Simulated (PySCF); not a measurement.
## Magnesium: a sound run and one with changed settings

Sound run: Mg²⁺ [Ne], Mg³⁺ [He] 2s2 2p5. Computed with PySCF 2.14 in def2-TZVP, with the non-relativistic Hamiltonian (point nucleus). The sound run starts from symmetry-adapted Hartree-Fock orbitals and uses a fine grid where one is needed.

Changed run: 14 angular points. This setting is unsound on purpose.

```
species  method  sound run (hartree)  changed run (hartree)  converged
   Mg²⁺     UHF           -198.82301             -198.82301        yes
   Mg²⁺    BP86           -199.23905             -199.23905        yes
   Mg²⁺  r2SCAN           -199.21118             -199.21118        yes
   Mg³⁺     UHF           -195.93302             -195.93302        yes
   Mg³⁺    BP86           -196.28488             -196.28387        yes
   Mg³⁺  r2SCAN           -196.25792             -196.26639        yes
```

Ionisation energy of Mg²⁺:

```json
{"method": "UHF", "sound run (eV)": "78.641", "changed run (eV)": "78.641"}
{"method": "BP86", "sound run (eV)": "80.387", "changed run (eV)": "80.415"}
{"method": "r2SCAN", "sound run (eV)": "80.362", "changed run (eV)": "80.132"}
```

A coarse angular grid integrates products of high-l functions wrongly, so density functionals can shift, and the SCF can exploit the error; Hartree-Fock and MP2 need no grid.

For comparison, NIST gives 80.144 eV between the lowest levels.
